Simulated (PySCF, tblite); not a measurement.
Isomers of [C7H15NP]+ (charge +1), one GFN2-xTB conformer each. Single-point energies are computed at PBE0/pcSseg-1 (PySCF, gas phase, no added dispersion term), electronic only.

```json
{"SMILES": "C[P@H+](CC#N)C(C)(C)C", "GFN2-xTB relative energy (kcal/mol)": "28.4"}
{"SMILES": "CC[P@H+](CC#N)C(C)C", "GFN2-xTB relative energy (kcal/mol)": "32.2"}
{"SMILES": "C=C[C@@H]1CCC[P@@+]1(C)N", "GFN2-xTB relative energy (kcal/mol)": "0.0"}
```

Conformers: `[CH3:1][P@H+:2]([CH2:3][C:4]#[N:5])[C:6]([CH3:7])([CH3:8])[CH3:9]` (charge +1) with C1–P2–C3–C4 57°; `[CH3:1][CH2:2][P@H+:3]([CH2:4][C:5]#[N:6])[CH:7]([CH3:8])[CH3:9]` (charge +1) with C1–C2–P3–C4 -54°, C2–P3–C4–C5 -176°, C2–P3–C7–C8 66°; `[CH2:1]=[CH:2][C@@H:3]1[CH2:4][CH2:5][CH2:6][P@@+:7]1([CH3:8])[NH2:9]` (charge +1) with C1–C2–C3–C4 -135°, C6–P7–N9–H 57° and -82°, C2–C3–C4–C5 -161°, C3–C4–C5–C6 52°, C4–C5–C6–P7 -37°, C5–C6–P7–C8 134°.

Q: What does PBE0/pcSseg-1 give for the same structures?

A: 
```tsv
SMILES	PBE0/pcSseg-1 E (Eh)	PBE0/pcSseg-1 (kcal/mol)	GFN2-xTB (kcal/mol)	point group
C=C[C@@H]1CCC[P@@+]1(C)N	-671.07526	0.0	0.0	C1
C[P@H+](CC#N)C(C)(C)C	-671.03812	23.3	28.4	C1
CC[P@H+](CC#N)C(C)C	-671.03600	24.6	32.2	C1
```

Both levels put the same isomer lowest; measured from each level's own lowest isomer, the values differ by up to 7.6 kcal/mol (CC[P@H+](CC#N)C(C)C: 32.2 against 24.6). As drawn, the lowest has an N–H bond, which the highest lacks. Neighbours under 5.0 kcal/mol apart (C[P@H+](CC#N)C(C)(C)C and CC[P@H+](CC#N)C(C)C) can change places with a better method, another conformer or zero-point energy.

Q: Which frontier levels and rotational constants go with these structures?

A: 
| SMILES | HOMO (eV, PBE0/pcSseg-1) | LUMO (eV) | A, B, C (MHz) |
| --- | --- | --- | --- |
| C=C[C@@H]1CCC[P@@+]1(C)N | -11.33 | -3.90 | 1662, 1282, 942.2 |
| C[P@H+](CC#N)C(C)(C)C | -13.57 | -4.45 | 2435, 824.3, 741.5 |
| CC[P@H+](CC#N)C(C)C | -13.66 | -4.35 | 1395, 1138, 740.8 |

Q: What happens when harmonic zero-point energies from GFN2-xTB frequencies are added?

A: 
```csv
SMILES,ZPE (kcal/mol),electronic (kcal/mol),with ZPE (kcal/mol)
C=C[C@@H]1CCC[P@@+]1(C)N,128.6,0.0,0.0
C[P@H+](CC#N)C(C)(C)C,126.3,23.3,20.9
CC[P@H+](CC#N)C(C)C,126.9,24.6,22.9
```

The zero-point energies span 2.3 kcal/mol. The order is unchanged.
